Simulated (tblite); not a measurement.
Species: C7H11BO.
Atom-mapped SMILES: `[CH2:1]=[C:2](/[CH:3]=[CH:4]/[CH:5]=[O:6])[B:7]([CH3:8])[CH3:9]` (hydrogens: H10, H11 on C1; H12 on C3; H13 on C4; H14 on C5; H15, H16, H17 on C8; H18, H19, H20 on C9)

Computed with GFN2-xTB (tblite), gas phase: L-BFGS steps from a force-field or distance-geometry start until the largest atomic force falls under 0.01 eV/Å.

Step 20: E = -702.1545 eV
```
atom  x, y, z in Å  |  force x, y, z in eV/Å
C1     -0.1574    2.3673    0.2699    0.025  -0.033   0.017
C2      0.0318    1.0455    0.1471    0.023  -0.049   0.011
C3      1.3769    0.5112    0.2621   -0.025  -0.008   0.001
C4      1.6680   -0.7957    0.1379    0.021  -0.052   0.005
C5      3.0039   -1.3553    0.2410   -0.061   0.012  -0.023
O6      3.2513   -2.5347    0.1345    0.072   0.068   0.022
B7     -1.1662    0.0546   -0.1430    0.030   0.041  -0.003
C8     -1.5885   -0.1601   -1.6445    0.018  -0.004   0.038
C9     -1.8530   -0.6941    1.0616    0.026   0.038  -0.046
H10     0.6576    3.0485    0.4584    0.009   0.025   0.012
H11    -1.1389    2.8062    0.1919    0.042  -0.015  -0.007
H12     2.1810    1.2152    0.4558   -0.049  -0.002  -0.014
H13     0.8838   -1.5176   -0.0503    0.010   0.028  -0.013
H14     3.8152   -0.6181    0.4240   -0.091  -0.019  -0.003
H15    -1.4754    0.7351   -2.2529   -0.034   0.013   0.029
H16    -2.5946   -0.5486   -1.7815    0.019  -0.003   0.008
H17    -0.9016   -0.8899   -2.0751   -0.019  -0.047  -0.020
H18    -1.1518   -1.4118    1.4879   -0.012  -0.014  -0.003
H19    -2.0897   -0.0108    1.8758   -0.025   0.006  -0.019
H20    -2.7576   -1.2362    0.7965    0.022   0.014   0.007
```

Step 21: E = -702.1557 eV
```
atom  x, y, z in Å  |  force x, y, z in eV/Å
C1     -0.1561    2.3645    0.2706    0.026  -0.004   0.016
C2      0.0294    1.0426    0.1463    0.058  -0.004   0.022
C3      1.3745    0.5096    0.2622    0.001  -0.047  -0.004
C4      1.6662   -0.7978    0.1378    0.007  -0.033  -0.002
C5      3.0025   -1.3542    0.2403   -0.030   0.020  -0.003
O6      3.2565   -2.5321    0.1354    0.054   0.050   0.013
B7     -1.1696    0.0558   -0.1440    0.057   0.024   0.003
C8     -1.5885   -0.1602   -1.6443    0.007  -0.006   0.001
C9     -1.8522   -0.6923    1.0607    0.002   0.016  -0.007
H10     0.6592    3.0453    0.4594    0.020   0.014   0.014
H11    -1.1349    2.8076    0.1925    0.009  -0.013  -0.010
H12     2.1790    1.2148    0.4561   -0.077  -0.028  -0.020
H13     0.8843   -1.5218   -0.0515    0.001   0.039  -0.010
H14     3.8100   -0.6141    0.4242   -0.070  -0.002  -0.002
H15    -1.4751    0.7354   -2.2516   -0.029   0.020   0.018
H16    -2.5942   -0.5481   -1.7842    0.007  -0.012   0.010
H17    -0.9010   -0.8898   -2.0747   -0.021  -0.041  -0.015
H18    -1.1497   -1.4089    1.4870   -0.008  -0.012  -0.006
H19    -2.0891   -0.0098    1.8753   -0.020   0.018  -0.010
H20    -2.7565   -1.2357    0.7997    0.006   0.001  -0.006
```

Task: Estimate the geometry and energy of step 22. (The exact step hangs on the optimiser's Hessian estimate; all steps are aligned on step 21, rigid shifts and turns removed.)

Result: E = -702.1566 eV, largest force 0.082 eV/Å
```
atom  x, y, z in Å  |  force x, y, z in eV/Å
C1     -0.1544    2.3621    0.2715    0.027   0.023   0.014
C2      0.0283    1.0400    0.1461    0.060   0.033   0.024
C3      1.3724    0.5072    0.2622    0.018  -0.062  -0.005
C4      1.6647   -0.8002    0.1376   -0.013  -0.012  -0.010
C5      3.0008   -1.3528    0.2397    0.009   0.012   0.013
O6      3.2622   -2.5291    0.1365    0.037   0.018   0.003
B7     -1.1716    0.0572   -0.1449    0.060  -0.002   0.006
C8     -1.5884   -0.1604   -1.6444    0.000  -0.007  -0.027
C9     -1.8514   -0.6905    1.0600   -0.015  -0.003   0.024
H10     0.6612    3.0426    0.4605    0.027   0.004   0.016
H11    -1.1313    2.8086    0.1928   -0.009  -0.015  -0.011
H12     2.1757    1.2137    0.4560   -0.071  -0.037  -0.018
H13     0.8846   -1.5249   -0.0528   -0.021   0.027  -0.012
H14     3.8042   -0.6104    0.4243   -0.038   0.032   0.002
H15    -1.4752    0.7360   -2.2503   -0.022   0.018   0.008
H16    -2.5937   -0.5478   -1.7867   -0.001  -0.017   0.017
H17    -0.9008   -0.8904   -2.0746   -0.023  -0.027  -0.011
H18    -1.1479   -1.4064    1.4861   -0.007  -0.005  -0.008
H19    -2.0889   -0.0085    1.8748   -0.014   0.024  -0.005
H20    -2.7555   -1.2353    0.8027   -0.004  -0.005  -0.019
```

The energy changes by -0.0010 eV. The first-order estimate −F·Δx gives -0.0013 eV and the mean of the old and new forces, exact on a quadratic surface, -0.0010 eV. The step makes an angle of 64° with the force vector and moves no atom by more than 0.007 Å.

The cost below is that of the whole relaxation. On an AMD EPYC with one thread, no GPU, shared host, this took 1.5 s of wall time.
